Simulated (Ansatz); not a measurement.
# Energy profile

The step: SiH₃Br ([SiH3][Br]) → SiH₂ + HBr (still joined by a long Si–Br bond); bonds formed: Br2–H3; bonds broken: Si1–H3; bonds weakened to dative contacts: Si1–Br2 (atoms numbered as in the saddle structure below).

```
5
angstrom
Si 0.2779 0.9427 0.0749
Br -0.6531 -1.6095 -0.5875
H -0.7134 -0.4684 -1.4791
H -0.4632 0.8310 1.3947
H 1.5518 0.3040 0.5970
```

Electronic energies by CCSD(T) at an estimated basis limit (MP2 extrapolated from triple and quadruple zeta, plus CCSD(T) − MP2 in triple zeta), on PBE0-D4/def2-TZVP structures; SiH₃Br, closed shell; no counterpoise correction. Computed with Ansatz 0.2.0 (basis: def2-TZVPP and def2-QZVPP); correlated methods freeze the cores. Filled d shells of the heavier atoms are correlated. The def2 sets are not built for correlating such inner shells, so the correlated values are less sure here. Extrapolation: Hartree–Fock as exp(−7.88 √X), correlation as X^−2.97.

Q: Give the profile in kJ/mol, counted from the start structure. (To be estimated.)

A: Computed:
```csv
point,kJ/mol
start structure,0.0
saddle,309.6
end structure,292.6
"separated: SiH₂ (Si1, H4, H5; singlet) + HBr (Br2, H3; singlet)",327.7
```

The T1 diagnostic stays at or below 0.015. The restricted Hartree–Fock reference is unstable towards an unrestricted one at one or more of these structures.

Losses and insertions of silylenes and their heavier kin drive the gas-phase chemistry of silicon and germanium vapour deposition.

Labels in which every atom is bracketed show which atoms are joined, not bond orders.

For scale, one of the runs: CCSD(T)/def2-TZVPP, 132 basis functions, launched by `ansatz run in.yaml --threads 2 --pin off --events-out ev --progress --plain --max-ram 4352MiB`. Hardware: 2 CPU threads of an Intel Xeon 6975P-C, shared host. Wall time 4.5 s; peak host memory 0.69 GiB.
